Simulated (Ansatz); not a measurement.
`C=C(F)[SiH2]Cl` + `O[Si](O)(F)[SeH]` → `C=C(F)[SiH2][SeH]` + `O[Si](O)(F)Cl`  (redistribution)

Computed with Ansatz on PBE0-D4/def2-TZVP structures; ΔE is electronic, products minus reactants. CBS: MP2 limit from def2 TZ/QZ plus the TZ coupled-cluster correction, frozen cores. This one scheme is used for every species. DFT in def2-TZVPP. For Se outer-core shells are correlated without core-valence functions, which leaves a few kJ/mol of doubt a bond. Scalar relativity is left out up to krypton. One conformer a species, not always the lowest.

`C=C(F)[SiH2]Cl`:

```xyz
9

C     0.194    0.538    1.491
C    -0.177    0.638    0.224
F    -0.783    1.764   -0.206
Si    0.098   -0.670   -1.082
Cl   -1.704   -1.334   -1.801
H     0.674   -0.367    1.838
H     0.027    1.342    2.200
H     0.858   -0.113   -2.223
H     0.813   -1.797   -0.443
```

`O[Si](O)(F)[SeH]`:

```xyz
8

O     0.567    1.170   -0.857
Si    0.156   -0.033    0.161
O     0.328    0.556    1.659
F     1.120   -1.274   -0.083
Se   -1.950   -0.807   -0.094
H     0.378    1.063   -1.790
H     0.860    1.348    1.756
H    -1.459   -2.024   -0.752
```

`C=C(F)[SiH2][SeH]`:

```xyz
10

C    -0.123    0.710    1.645
C    -0.561    0.572    0.403
F    -1.322    1.543   -0.144
Si   -0.206   -0.893   -0.710
Se    0.919   -0.291   -2.591
H    -0.361    1.584    2.241
H     0.487   -0.067    2.086
H     0.554   -1.864    0.113
H    -1.469   -1.483   -1.213
H     2.081    0.189   -1.831
```

`O[Si](O)(F)Cl`:

Cartesian coordinates in Å:
```
O -0.505 0.169 1.250
Si 0.164 0.154 -0.225
O 0.125 -1.353 -0.797
F -0.629 1.151 -1.167
Cl 2.086 0.788 -0.230
H -0.643 1.009 1.691
H -0.598 -1.918 -0.522
```

```
            species  ωB97X-V energy (Eh)
   `C=C(F)[SiH2]Cl`           -928.10188
 `O[Si](O)(F)[SeH]`          -2943.12772
`C=C(F)[SiH2][SeH]`          -2869.86724
    `O[Si](O)(F)Cl`          -1001.36600
```

Problem. Work out ΔE.

Solution. ΔE = (-2869.86724) + (-1001.36600) − (-928.10188) − (-2943.12772) = -0.00364 Eh = -0.10 eV. CCSD(T)/CBS gives -0.11 eV.

Largest T1 diagnostic among the species: 0.012.
